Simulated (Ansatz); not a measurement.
Geometry optimisation, RKS B3LYP-D4/6-31G* in Ansatz.

Input:

```yaml
crystal:
  periodic: [false, false, false]
  atoms:
    - { symbol: Si, position_ang: [0.0, 0.0, 0.0] }
    - { symbol: H, position_ang: [0.0, 0.0, 1.81] }
    - { symbol: F, position_ang: [1.4994, 0.0, -0.5295] }
    - { symbol: H, position_ang: [-0.6877, 1.1914, -0.4862] }
    - { symbol: F, position_ang: [-0.7489, -1.2974, -0.5295] }
    - { symbol: O, position_ang: [-1.879, 0.0, 0.6243] }
    - { symbol: H, position_ang: [-2.4241, -0.6297, 0.053] }
    - { symbol: H, position_ang: [-0.9605, 0.0, 1.7351] }
basis:
  gaussian: { orbitals: "6-31G*" }
hamiltonian:
  xc: b3lyp
  dispersion: d4
relax:
  f_tol: 0.15
  max_steps: 25
  restrain:
    - { distance: [0, 5], at: 1.68, k: 30.0 }
    - { distance: [7, 1], at: 0.66, k: 30.0 }
    - { distance: [0, 1], at: 2.66, k: 30.0 }
    - { distance: [7, 5], at: 2.21, k: 30.0 }
```

Launched with:

```bash
$ ansatz run input.yaml --threads 2 --pin off --max-ram 3072MiB --backend cpu --events-out ev --progress --plain --runs-dir out
```

Problem. Where does it end, and by what steps?

Solution. It converged. The restraints hold the end off the free minimum. After 17 steps the energy has fallen by 4.912 eV (the restraints' own energy left out); F5 moved furthest, 1.45 Å. Joined: H2–H8.

```json
{"step": "0", "energy less start (eV)": "0.0000", "largest force component (eV/Å)": "4.245", "accepted": "yes"}
{"step": "1", "energy less start (eV)": "-0.4599", "largest force component (eV/Å)": "4.022", "accepted": "yes"}
{"step": "2", "energy less start (eV)": "-1.3281", "largest force component (eV/Å)": "2.963", "accepted": "yes"}
{"step": "3", "energy less start (eV)": "-2.8219", "largest force component (eV/Å)": "2.281", "accepted": "yes"}
{"step": "4", "energy less start (eV)": "-3.5758", "largest force component (eV/Å)": "1.675", "accepted": "yes"}
{"step": "5", "energy less start (eV)": "-4.0967", "largest force component (eV/Å)": "1.228", "accepted": "yes"}
{"step": "6", "energy less start (eV)": "-4.4810", "largest force component (eV/Å)": "0.954", "accepted": "yes"}
{"step": "7", "energy less start (eV)": "-4.7345", "largest force component (eV/Å)": "1.176", "accepted": "yes"}
{"step": "8", "energy less start (eV)": "-4.7687", "largest force component (eV/Å)": "1.378", "accepted": "yes"}
{"step": "9", "energy less start (eV)": "-4.8031", "largest force component (eV/Å)": "1.334", "accepted": "yes"}
{"step": "10", "energy less start (eV)": "-4.8447", "largest force component (eV/Å)": "1.310", "accepted": "yes"}
{"step": "11", "energy less start (eV)": "-4.8716", "largest force component (eV/Å)": "1.190", "accepted": "yes"}
{"step": "12", "energy less start (eV)": "-4.9048", "largest force component (eV/Å)": "1.478", "accepted": "yes"}
{"step": "13", "energy less start (eV)": "-4.9163", "largest force component (eV/Å)": "0.841", "accepted": "no"}
{"step": "14", "energy less start (eV)": "-4.9115", "largest force component (eV/Å)": "1.413", "accepted": "yes"}
{"step": "15", "energy less start (eV)": "-4.9281", "largest force component (eV/Å)": "0.771", "accepted": "no"}
{"step": "16", "energy less start (eV)": "-4.9173", "largest force component (eV/Å)": "1.227", "accepted": "yes"}
{"step": "17", "energy less start (eV)": "-4.9122", "largest force component (eV/Å)": "1.421", "accepted": "yes"}
```

```xyz
8
Properties=species:S:1:pos:R:3
Si -0.457 -0.147 -0.366
H 0.037 0.849 2.062
F 0.842 -0.941 0.120
H -0.193 1.291 -0.400
F -0.758 -0.689 -1.844
O -1.770 -0.468 0.597
H -2.273 -1.260 0.357
H -0.629 0.630 2.151
```

Whether the end is a true minimum wasn't checked by a vibrational analysis.

The run took 29 s on 2 threads of Arm Neoverse V1 (shared host), peak memory 0.14 GiB.
